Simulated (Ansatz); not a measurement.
`[NH2][Zn][O]CF` + `CCCC` → `[CH3][Zn][NH2]` + `CCCOCF`  (formal exchange of groups at a Zn–O bond)

Isolated molecules relaxed with PBE0-D4/def2-TZVP in Ansatz; ΔE leaves out vibrations. CCSD(T)/CBS adds triple-zeta CCSD(T) − MP2 to the extrapolated MP2 energy (def2 sets, frozen cores). DFT in def2-TZVPP. B3LYP here is the variant with VWN-RPA as its local correlation; programs differ in this. For Zn outer-core shells are correlated without core-valence functions, which leaves a few kJ/mol of doubt a bond. Scalar relativity is left out up to krypton. Each species was taken in one conformer, which may not be the lowest.

```csv
level,ΔE (kcal/mol)
r2SCAN,22.2
B3LYP,21.2
CCSD/def2-TZVPP,23.5
HF/def2-QZVPP,26.8
```

Question: What does CCSD(T)/CBS give? (Best estimate.)

Answer: Computed: +23.4 kcal/mol. The listed levels differ from it by -1.2, -2.2, 0.1, 3.4 kcal/mol.

Largest T1 diagnostic among the species: 0.015.

In def2-TZVPP, CCSD(T) changes the Hartree–Fock value by −3.2 kcal/mol (the triples alone add −0.6 kcal/mol) and MP2 by −3.1 kcal/mol. From PBE to PBE0 (25 % exact exchange), in def2-TZVPP and without D4, ΔE moves by +1.4 kcal/mol.
